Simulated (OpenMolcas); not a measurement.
Rh4+ among 6 point charges of -1.7 e arranged as a tetragonal octahedron (D4h), 2.08 Å from the ion, with the axial distance 2.205 Å.
```
   2.0800    0.0000    0.0000  -1.70
   0.0000    2.0800    0.0000  -1.70
  -2.0800    0.0000    0.0000  -1.70
   0.0000   -2.0800    0.0000  -1.70
   0.0000    0.0000    2.2048  -1.70
   0.0000    0.0000   -2.2048  -1.70
```

| Item | Value |
| --- | --- |
| Program | OpenMolcas 26.06 |
| Method | SS-CASPT2, IPEA 0.25 Eh, imaginary shift 0.1 Eh (closed shells correlated: 4s 4p) |
| Basis | ANO-RCC-VDZP [6s5p3d1f] |
| Scalar Hamiltonian | DKH2, point nucleus |
| Active space | 5 electrons in 5 orbitals (4d) |
| State averaging | 2S+1 = 6 even, 1 root; 2S+1 = 4 even, 24 roots; 2S+1 = 2 even, 75 roots |
| Spin-orbit coupling | state interaction with AMFI integrals over the reference wave functions |

What is the spin-free ground state (labels of D4, the rotations of D4h)?

6A1, 1-fold in its orbital part, 100 % from free-ion S terms; it has the highest spin that d5 allows.

What are the lowest two levels with spin-orbit coupling?

A 2-fold level E1/2 with g = 2.00, 5.99, 5.99, then a 2-fold level E3/2 0 cm-1 above it. Their leading multiplicities are 6 (99 %) and 6 (99 %).

What is χT at 300 K, and how does it compare with the textbook value?

The lowest level has 2S+1 = 6, for which the spin-only value is χT = S(S+1) / 2 = 4.375 cm3 K/mol (g = 2). The computed 4.364 at 300 K differs by -0.011, through a little spin-orbit mixing out of the ground term, against the free-electron g of 2.0023, which raises it.

Point charges give a weaker field than real ligands, and real ions of this kind are as a rule low spin; the high spin found here belongs to the model. Free-ion shares, where given, are those of the reference states; single-state CASPT2 does not remix them. Point charges carry no covalency, so the field is a model and not that of real ligands. No measured value stands beside these numbers.
